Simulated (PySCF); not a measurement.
SMILES O([SiH](C)C)[SiH2]N, GFN2-xTB optimised geometry.

```
17

Si    -0.27    -0.67     0.00
C     -0.95     1.10     0.00
C      1.63    -0.67     0.00
O     -0.84    -1.38    -1.35
Si    -0.81    -2.50    -2.52
N      0.76    -2.47    -3.21
H     -0.79    -1.45     1.13
H     -0.59     1.67    -0.85
H     -0.65     1.63     0.90
H     -2.03     1.10    -0.04
H      2.03    -0.33     0.95
H      2.02    -1.67    -0.18
H      2.03    -0.03    -0.78
H     -1.92    -2.08    -3.38
H     -0.98    -3.83    -1.95
H      0.97    -3.09    -3.98
H      1.21    -1.58    -3.36
```

Density from PBE0/def2-SVP (PySCF) at that geometry.

Minimum of the electron density along straight lines between bonded atoms, close to the bond critical point (lines longer than 1.1 times the sum of covalent radii, or with two minima, are not listed):

```tsv
bond	length / Å	ρ at the minimum / e bohr⁻³	∇²ρ there / e bohr⁻⁵	position (fraction from the first atom)
Si1–C2	1.899	0.113	0.32	0.38
Si1–C3	1.900	0.112	0.32	0.38
Si1–O4	1.625	0.125	1.09	0.41
O4–Si5	1.621	0.126	1.10	0.59
Si5–N6	1.722	0.124	[?]	0.40
Si1–H7	1.469	0.118	0.32	0.49
C2–H8	1.087	0.270	-0.96	0.62
C2–H9	1.085	0.271	-0.96	0.62
C2–H10	1.086	0.272	-0.97	0.62
C3–H11	1.086	0.271	-0.96	0.62
C3–H12	1.086	0.272	-0.97	0.63
C3–H13	1.087	0.270	-0.95	0.62
Si5–H14	1.466	0.119	0.33	0.49
Si5–H15	1.460	0.120	0.33	0.49
N6–H16	1.006	0.332	-1.53	0.76
N6–H17	1.008	0.331	-1.52	0.77
```

Task: Some entries are withheld; supply them.

Result: 
- Si5–N6, ∇²ρ there / e bohr⁻⁵: 0.74
